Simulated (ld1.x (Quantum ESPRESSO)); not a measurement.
**Al: excitation energies, all-electron against TM**

* Element: Al (Z = 13)
* Generator: ld1.x (Quantum ESPRESSO) 7.5
* Type: norm-conserving Troullier–Martins (Kleinman–Bylander form)
* Functional: PBEsol
* Relativity: scalar-relativistic
* Frozen core: [He]
* Valence charge: 11
* Reference configuration: 2s2 2p6 3s2 3p0.5 (charge +0.5)
* Partial waves: 2p (bound): rc 0.65 bohr; 3d channel at 0.35 Ry: rc 0.95 bohr; 2s (bound): rc 0.95 bohr
* Local potential: the s channel
* Core correction: none

Occupied shells without a wave of their own: 3p, 3s. They enter only through the test configuration that unscreens the potential.

Energies are relative to the spin-unpolarised reference configuration 2s2 2p6 3s2 3p0.5; without spin polarisation the order of configurations can differ from experiment. The frozen-core shift is the all-electron ΔE with the core orbitals held at their reference shape minus the fully relaxed ΔE.

| valence configuration | charge | ΔE all-electron (eV) | error AE − PS (meV) | frozen-core shift (meV) |
| --- | --- | --- | --- | --- |
| 2s2 2p6 3s2 3p0 | +1 | 3.662 | -37 | 0.0 |
| 2s2 2p6 3s1 3p1 | +1 | 9.454 | -316 | 0.0 |
| 2s2 2p6 3s1 3p2 | 0 | 3.045 | -214 | 0.0 |
| 2s1 2p6 3s2 3p1 | +1 | 118.304 | +129 | +1.4 |
| 2s2 2p6 3s0 3p3 | 0 | 8.332 | -478 | 0.0 |

Question: What are ΔE and the potential's error for 2s2 2p6 3s2 3p1?

Answer: ΔE = -2.074 eV all-electron; the error (AE − PS) is +26 meV.

Question: What are ΔE and the potential's error for 2s2 2p6 3s1 3p0?

Answer: ΔE = 22.833 eV all-electron; the error (AE − PS) is -485 meV.

Levels in the configuration 2s2 2p6 3s1 3p0:

| level | all-electron (eV) | pseudo (eV) |
| --- | --- | --- |
| 2s | -128.441 | -128.764 |
| 2p | -90.144 | -90.465 |
| 3s | -23.650 | -24.200 |

The 3p, 3s levels have no wave, so the channel is fitted at the deeper level alone: the likely source of the large errors.

The potential misses its own reference levels by up to 0.3 eV.
